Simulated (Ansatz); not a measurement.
Ansatz (an electronic-structure program) input (BLYP/6-31G*):

Ansatz 0.2 input:
```yaml
crystal:
  periodic: [false, false, false]
  atoms:
    - {symbol: C, position_ang: [-2.12111200, 0.92514100, 0.33471800]}
    - {symbol: C, position_ang: [-1.12963800, 0.04767200, 0.18144600]}
    - {symbol: C, position_ang: [-1.32143000, -1.44048300, 0.24247100]}
    - {symbol: C, position_ang: [0.25930500, 0.57114000, -0.06349200]}
    - {symbol: O, position_ang: [0.49286900, 1.76252800, -0.14504200]}
    - {symbol: Si, position_ang: [1.76241900, -0.64138500, -0.26065100]}
    - {symbol: H, position_ang: [-1.92054400, 1.98710500, 0.28061200]}
    - {symbol: H, position_ang: [-3.14003800, 0.60670200, 0.51526600]}
    - {symbol: H, position_ang: [-0.72145700, -1.88791200, 1.03929000]}
    - {symbol: H, position_ang: [-2.36477100, -1.69234300, 0.42722900]}
    - {symbol: H, position_ang: [-1.01995500, -1.92003800, -0.69246500]}
    - {symbol: H, position_ang: [1.92018800, -1.46917800, 0.95974200]}
    - {symbol: H, position_ang: [1.54339200, -1.55189900, -1.41057600]}
    - {symbol: H, position_ang: [2.96361900, 0.18590500, -0.48049900]}
basis:
  gaussian:
    orbitals: 6-31G*
hamiltonian:
  xc: {name: BLYP}
output: {forces: true}
```

Output:

```
Functional definition: BLYP
integrals: 0.06 GiB planned
1353 factors; their error is unknown
mean field: 0.35 GiB planned
mean field evaluation 1: about -14188.6939 eV, gradient 6.6e1 eV
mean field evaluation 2: about -14163.1471 eV, gradient 1.2e2 eV
mean field evaluation 4: about -14198.5021 eV, gradient 8.8e0 eV
mean field evaluation 8: about -14198.7037 eV, gradient 1.7e-1 eV
mean field evaluation 16: about -14198.5918 eV, gradient 2.7e-3 eV
mean field -14198.59183410 eV, -521.7886257520 hartree, gradient 2.2e-5 eV, S^2 0.000000; 0 other end points of the search recorded, 0 dependent functions left out
the calculation of the forces begins
reference -14198.59216739 eV, -521.7886380003 hartree; 27, 27 occupied and 83, 83 virtual orbitals, 1353 factors
Total energy: -14198.59216739 eV, -521.7886380003 hartree
Atom 0 at    -2.121112     0.925141     0.334718 Å, force    -0.502009     0.433312     0.076914 eV/Å
Atom 1 at    -1.129638     0.047672     0.181446 Å, force     0.466836    -0.457613    -0.071338 eV/Å
Atom 2 at    -1.321430    -1.440483     0.242471 Å, force    -0.037952     0.008685     0.007980 eV/Å
Atom 3 at     0.259305     0.571140    -0.063492 Å, force    -0.151350    -1.215142     0.068584 eV/Å
Atom 4 at     0.492869     1.762528    -0.145042 Å, force     0.327871     1.745161    -0.115089 eV/Å
Atom 5 at     1.762419    -0.641385    -0.260651 Å, force    -0.022285    -0.023482     0.002948 eV/Å
Atom 6 at    -1.920544     1.987105     0.280612 Å, force     0.043878     0.397589    -0.015751 eV/Å
Atom 7 at    -3.140038     0.606702     0.515266 Å, force    -0.393170    -0.068212     0.068390 eV/Å
Atom 8 at    -0.721457    -1.887912     1.039290 Å, force     0.188252    -0.204978     0.278930 eV/Å
Atom 9 at    -2.364771    -1.692343     0.427229 Å, force    -0.381219    -0.141508     0.068204 eV/Å
Atom 10 at    -1.019955    -1.920038    -0.692465 Å, force     0.085905    -0.215873    -0.319003 eV/Å
Atom 11 at     1.920188    -1.469178     0.959742 Å, force     0.098893    -0.182395     0.224596 eV/Å
Atom 12 at     1.543392    -1.551899    -1.410576 Å, force     0.026942    -0.198388    -0.231464 eV/Å
Atom 13 at     2.963619     0.185905    -0.480499 Å, force     0.249408     0.122844    -0.043901 eV/Å
Dipole moment:    -0.302042    -0.412778     0.064449 e Å
```

The geometry given is a B3LYP-D3(BJ)/def2-TZVP minimum.
